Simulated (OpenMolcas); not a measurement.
# Multiconfigurational calculation on Ag2+

Ag2+ with its 6 nearest chloride ions at 2.672 Å, on the Y site of Cs2NaYCl6 (a = 10.7396 Å, distance in the model lattice 2.619 Å). The rest of the host is ab initio model potentials to 7.6 Å, with orthogonalisation functions on the cations behind the ligands, and point charges beyond; the distance is set by hand and nothing relaxes, and no local charge compensation is placed. Ligand basis ANO-RCC-VDZP.

Input, with the lattice sites abridged:

```
&GATEWAY
Basis set
Ag.ANO-RCC-VTZP.
Ag1 0.0 0.0 0.0 Angstrom
End of basis
Basis set
Cl.ANO-RCC-VDZP.
L1 2.672000 0.000000 0.000000 Angstrom
L2 0.000000 2.672000 0.000000 Angstrom
L3 0.000000 0.000000 2.672000 Angstrom
End of basis
Basis set
Na.EMB-AIMP.Al-Abdalla.7s4p.1s1p.ECP.Cs2NaYCl6.
PseudoCharge
* 3 symmetry-unique lattice sites within 7.6 angstrom
End of basis
Basis set
Cs.EMB-AIMP.Al-Abdalla.0s.0s.ECP.Cs2NaYCl6.
PseudoCharge
* 4 symmetry-unique lattice sites within 7.6 angstrom
End of basis
Basis set
Cl.EMB-AIMP.Al-Abdalla.0s.0s.ECP.Cs2NaYCl6.
PseudoCharge
* 12 symmetry-unique lattice sites within 7.6 angstrom
End of basis
Basis set
Y.EMB-AIMP.Al-Abdalla.0s.0s.ECP.Cs2NaYCl6.
PseudoCharge
* 6 symmetry-unique lattice sites within 7.6 angstrom
End of basis
Symmetry
XYZ
AngMom=0.0 0.0 0.0
AMFI
RICD
XField
1564 Angstrom 0
* Evjen-weighted lattice charges
&SEWARD
&RASSCF
FileOrb=start.orb
Symmetry=1
Spin=2
nActEl=9 0 0
Inactive=36 36
Ras2=5 0
CIRoot=5 5 1
SDav=5
CIMx=300
Iter=150 100
PrWF=0.3
OrbListing=Nothing
MaxOrb=0
LevShft=1.0
>>> COPY $Project.JobIph JOB001
&RASSI
NrOfJobIphs=1 5
1 2 3 4 5
IphNames
JOB001
EJob
SpinOrbit
DIPRint=1.0
SOCoupling=1000.0
Subsets=2
Property=9
'ANGMOM' 1 'ANGMOM' 2 'ANGMOM' 3 'MLTPL  1' 1 'MLTPL  1' 2 'MLTPL  1' 3
'AMFI' 1 'AMFI' 2 'AMFI' 3
SOProperty=3
'ANGMOM' 1 'ANGMOM' 2 'ANGMOM' 3
```

Launched by
```bash
OMP_NUM_THREADS=1 MOLCAS_MEM=2457 MOLCAS_PROJECT=a pymolcas a.inp > a.log  # once for each step of the input, in one work folder
```

A driver script runs the steps one by one and writes start.orb anew before each from the orbitals found so far.

Output, cut to the results:

```
--- SEWARD ---
Basis set label: AG.ANO-RCC...7S6P4D2F1G.

      Electronic valence basis set:
      ------------------
      Associated Effective Charge  47.000000 au
      Associated Actual Charge     47.000000 au
      Nuclear Model: Point charge

      Shell  nPrim  nBasis  Cartesian Spherical Contaminant
         s      21       7        X
         p      18       6        X
         d      13       4                 X
         f       6       2                 X
         g       4       1                 X
                  Relativistic Douglas-Kroll-Hess integrals:
                    - DKH order of Hamiltonian: 2
                    - DKH order of Properties : 0
                  Atomic mean-field integrals
--- RASSCF ---
Wave function specifications:
      -----------------------------

      Number of closed shell electrons         144
      Number of electrons in active shells       9
      Max number of holes in RAS1 space          0
      Max nr of electrons in RAS3 space          0
      Number of inactive orbitals               72
      Number of active orbitals                  5
      Number of secondary orbitals             123
      Spin quantum number                      0.5
      State symmetry                             1
Orbital specifications:
      -----------------------

      Symmetry species                           1   2
                                                ag  au
      Frozen orbitals                            0   0
      Inactive orbitals                         36  36
      Active orbitals                            5   0
      RAS1 orbitals                              0   0
      RAS2 orbitals                              5   0
      RAS3 orbitals                              0   0
      Secondary orbitals                        61  62
      Deleted orbitals                           0   0
      Number of basis functions                102  98
      Number of CSFs                             5
      Number of root(s) required                 5
      Iter CI   SX   CI       RASSCF       Energy    max ROT     max BLB   max BLB  Level Ln srch  Step   QN
          iter iter root      energy       change     param      element    value   shift minimum  type update
 Nr of preliminary CI iterations:   1
      Total energies have been shifted. Add                -8000.00 au
        1   1   12    0   -77.97394957    0.00E+00  -5.48E-02   39  45 1  2.33E-01*  1.47   0.00    SX    NO
        2   1   12    0   -78.24183705   -2.68E-01* -5.26E-02   14  44 2  1.05E-01*  1.29   0.00    SX    NO
        3   1   12    0   -78.30898638   -6.71E-02* -4.19E-02   14  44 2  6.27E-02*  1.24   0.00    SX    NO
        4   1   11    0   -78.32734096   -1.84E-02* -3.07E-02   14  44 2  3.78E-02*  1.20   0.00    SX    NO
        5   1   11    0   -78.33382663   -6.49E-03* -3.85E-02   14  42 1  2.54E-02*  1.18   2.50    LS   YES
        6   1   11    0   -78.33776467   -3.94E-03* -2.37E-02   14  42 1  1.09E-02*  1.16   1.32    QN   YES
        7   1   11    0   -78.33901661   -1.25E-03* -1.86E-02   41  47 1 -4.84E-03*  1.15   1.85    LS   YES
        8   1   11    0   -78.33934816   -3.32E-04* -4.18E-03   14  44 2 -4.58E-03*  1.14   1.08    QN   YES
        9   1   10    0   -78.33964562   -2.97E-04* -2.45E-03   14  44 2 -1.95E-03*  1.14   1.59    LS   YES
       10   1   10    0   -78.33969351   -4.79E-05* -2.49E-03   39  45 1  2.04E-03*  1.14   1.01    QN   YES
       11   1    9    0   -78.33972562   -3.21E-05* -2.37E-03   30  82 1 -8.13E-04*  1.14   1.96    LS   YES
       12   1    9    0   -78.33973580   -1.02E-05*  1.96E-03    7  54 2  1.68E-03*  1.14   1.01    QN   YES
       13   1    8    0   -78.33974225   -6.45E-06* -1.38E-03   14  42 1 -3.60E-04*  1.14   1.25    QN   YES
       14   1    8    0   -78.33974414   -1.89E-06* -1.02E-03   14  42 1 -3.10E-04*  1.14   1.74    LS   YES
       15   1    8    0   -78.33974456   -4.16E-07* -1.36E-04    9  56 2 -3.73E-04*  1.14   0.99    QN   YES
       16   1    7    0   -78.33974502   -4.61E-07* -1.09E-04   14  42 1 -1.44E-04*  1.14   1.80    LS   YES
       17   1    7    0   -78.33974513   -1.15E-07* -2.10E-04   41  47 1 -1.09E-04*  1.14   1.01    QN   YES
       18   1    7    0   -78.33974521   -7.09E-08* -3.15E-04   41  47 1 -5.56E-05   1.14   2.50    LS   YES
       19   1    7    0   -78.33974523   -2.51E-08*  6.09E-05    7  57 2  6.74E-05   1.14   0.75    QN   YES
...
--- RASSI ---
SPIN-FREE ENERGIES:
  (Shifted by EMIN (a.u.) =      -8078.3604175177)

 SF State       Relative EMIN(au)   Rel lowest level(eV)    D:o, cm**(-1)

     1             0.0000000000        0.0000000000              0.0000
     2             0.0000000000        0.0000000000              0.0000
     3             0.0344537804        0.9375351255           7561.7307
     4             0.0344537804        0.9375351255           7561.7307
     5             0.0344537804        0.9375351255           7561.7307
     Dipole printing threshold changed to   1.00000000E+00
Eigenvalues of complex Hamiltonian:
   -----------------------------------
  (Shifted by EMIN (a.u.) =      -8078.3604175177)

 SO State       Relative EMIN(au)   Rel lowest level(eV)    D:o, cm**(-1)

     1            -0.0020619324        0.0000000000              0.0000
     2            -0.0020619324        0.0000000000              0.0000
     3            -0.0020619324        0.0000000005              0.0000
     4            -0.0020619324        0.0000000005              0.0000
     5             0.0266656533        0.7817174303           6304.9763
     6             0.0266656533        0.7817174303           6304.9763
     7             0.0404097764        1.1557140733           9321.4626
     8             0.0404097764        1.1557140727           9321.4626
     9             0.0404097764        1.1557140733           9321.4626
    10             0.0404097764        1.1557140727           9321.4626
Weights of the five most important spin-orbit-free states for each spin-orbit state.

 SO State  Total energy (au)           Spin-free states, spin, and weights
 -------------------------------------------------------------------------------------------------------
    1        -0.002062       2 0.5  0.9342    5 0.5  0.0320    1 0.5  0.0173    4 0.5  0.0109    3 0.5  0.0057
    2        -0.002062       2 0.5  0.9342    5 0.5  0.0320    1 0.5  0.0172    4 0.5  0.0109    3 0.5  0.0057
...
```

Spin-orbit levels above the lowest (labels of O, the rotations of Oh):

```
E (cm-1)  Degeneracy  Label  2S+1               g
     0.0           4     Γ8     2                
    6305           2     Γ7     2  1.97 1.97 1.97
    9321           4     Γ8     2
```

An orbital doublet at a regular site is open to a Jahn-Teller distortion, which this geometry leaves out. With metal d orbitals alone the field can be off either way by tens of per cent. Ligand-to-metal charge-transfer states are missing. No measured value stands beside these numbers; the geometry was set by hand and not optimised.

The RASSCF and RASSI steps took 37 s on 1 thread of Arm Neoverse V1, on a shared host; the integral step is not counted.
